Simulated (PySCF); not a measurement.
Delta-SCF ions had no search for a lower state. Excitations are Tamm–Dancoff values on a coarser integration grid. The basis has no diffuse functions, so Rydberg states are missing or too high.

Cartesian coordinates (Å):
SMILES: [NH2][Ga]([NH2])[NH2]
```xyz
10

N     -0.7747     1.6604    -0.1048
Ga     0.0010     0.0005    -0.0147
N     -1.0279    -1.5059    -0.2087
N      1.8212    -0.1512     0.1742
H     -0.2685     2.4724     0.2110
H     -1.7611     1.7713     0.0686
H     -2.0201    -1.4702    -0.0369
H     -0.6582    -2.4070     0.0495
H      2.4100     0.6380    -0.0425
H      2.2783    -1.0084    -0.0956
```
Charge 0, spin multiplicity 1.

What is the computed vertical ionisation energy (Delta-SCF), brightest of the four lowest singlets (TDA), S1 oscillator strength, S1–T1 gap (TDA), dipole moment, total energy, T1 excitation (TDA) and HOMO (TPSSh-D3(BJ)/def2-TZVP // B3LYP-D3(BJ)/def2-TZVP (PySCF))?


| Quantity | Result |
|---|---|
| vertical ionisation energy (Delta-SCF) | 8.50 eV |
| brightest of the four lowest singlets (TDA) | 6.34 eV |
| S1 oscillator strength | 0.008 |
| S1–T1 gap (TDA) | 0.37 eV |
| dipole moment | 0.63 D |
| total energy | -56949.12 eV |
| T1 excitation (TDA) | 4.95 eV |
| HOMO | -5.95 eV |
